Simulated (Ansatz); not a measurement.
Reaction (hydrogenolysis of a Ge–O bond): `[OH][Ge][SH]` + H₂ → `[SH][GeH]` + H₂O

Program: Ansatz. Geometries: PBE0-D4/def2-TZVP. ΔE: electronic, gas phase. CCSD(T)/CBS is the MP2 limit (def2-TZVPP, def2-QZVPP) plus CCSD(T) − MP2 in def2-TZVPP, frozen cores. This one scheme is used for every species. Functionals use def2-TZVPP. B3LYP here is the variant with VWN-RPA as its local correlation; programs differ in this. HSE06 is defined as in plane-wave codes. For Ge outer-core shells are correlated without core-valence functions, which leaves a few kJ/mol of doubt a bond. Scalar relativity is left out up to krypton. One conformer a species, not always the lowest.

```csv
level,ΔE (kJ/mol),difference from CCSD(T)/CBS
LDA (SPW92),73.9,3.3
PBE-D4,75.8,5.2
revPBE-D4,78.5,7.9
BLYP-D4,83.0,12.4
r2SCAN-D4,80.3,9.7
B97M-V,70.6,0.0
PBE0-D4,67.3,-3.3
B3LYP-D4,75.4,4.8
r2SCANh-D4,76.6,6.0
HSE06-D4,67.2,-3.4
BHLYP-D4,68.5,-2.1
CAM-B3LYP-D4,74.4,3.8
ωB97X-V,74.3,3.7
ωB97M-V,73.4,2.8
B2PLYP,75.2,4.6
PBE-QIDH,68.6,-2.0
PBE,72.9,2.3
revPBE,71.2,0.6
BLYP,76.8,6.2
r2SCAN,79.6,9.0
PBE0,64.9,-5.7
B3LYP,70.7,0.1
r2SCANh,75.8,5.2
r2SCAN0,70.6,0.0
HSE06,64.9,-5.7
CAM-B3LYP,71.9,1.3
RPA@PBE/def2-TZVPP,67.8,-2.8
HF/def2-SVP,44.6,-26.0
MP2/def2-SVP,73.3,2.7
CCSD/def2-SVP,57.9,-12.7
CCSD(T)/def2-SVP,62.1,-8.5
HF/def2-TZVPP,54.3,-16.3
MP2/def2-TZVPP,79.9,9.3
SCS-MP2/def2-TZVPP,76.3,5.7
CCSD/def2-TZVPP,64.3,-6.3
MP2/def2-QZVPP,80.5,9.9
SCS-MP2/def2-QZVPP,76.6,6.0
HF/CBS(def2),54.4,-16.2
MP2/CBS(def2),80.9,10.3
CCSD/CBS(def2),65.3,-5.3
CCSD(T)/CBS,70.6,0
```

Largest T1 diagnostic among the species: 0.015.

From PBE to PBE0 (25 % exact exchange), in def2-TZVPP and without D4, ΔE moves by −8.0 kJ/mol. At CCSD(T), def2-SVP lies −8.5 kJ/mol from the extrapolated value and def2-TZVPP −1.0 kJ/mol. Leaving LDA and LC-ωPBE aside and taking each functional with its dispersion term where it has one, the values spread over 15.8 kJ/mol, from HSE06-D4 to BLYP-D4.
